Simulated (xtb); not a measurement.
C3H7NSi, SMILES C1CN(C=1)[SiH3]. All values are semi-empirical tight-binding results from xtb (GFN2-xTB unless named), good for trends rather than for accurate numbers. Geometry: GFN2-xTB. This is a generated structure with no PubChem entry under its InChIKey; it may be hypothetical.

```yaml
orbital_gap: 4.22 eV
dipole_moment: 0.53 D
zero_point_energy: 54.8 kcal/mol
G − E(el) at 298.15 K (modified RRHO): 36.0 kcal/mol
static polarisability (D4 model): 71.2 bohr³
solvation energy, GFN2-xTB/ALPB(water): 0.1 kcal/mol
solvation energy, GFN2-xTB/ALPB(dmf): -4.0 kcal/mol
```
